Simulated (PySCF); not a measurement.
GeFI, SMILES [F][Ge][I] (connectivity only; charge and spin as stated), neutral, multiplicity 1. Heavy atoms are numbered as in [Ge:1]([F:2])[I:3].

Geometry: B3LYP-D3(BJ)/def2-TZVP. The def2 effective core potentials stand for the cores of I; spin–orbit coupling is left out.

All values below come from HF/def2-TZVPD (PySCF).

Mulliken values depend strongly on the basis, most of all with diffuse functions as here. ESP charges are fitted to the potential on shells at 1.4 to 2.0 van der Waals radii. Atomic charges (e), one atom of each kind:

```tsv
atom	ESP fit	Mulliken
Ge1	0.43	0.66
F2	-0.27	-0.43
I3	-0.16	-0.23
```
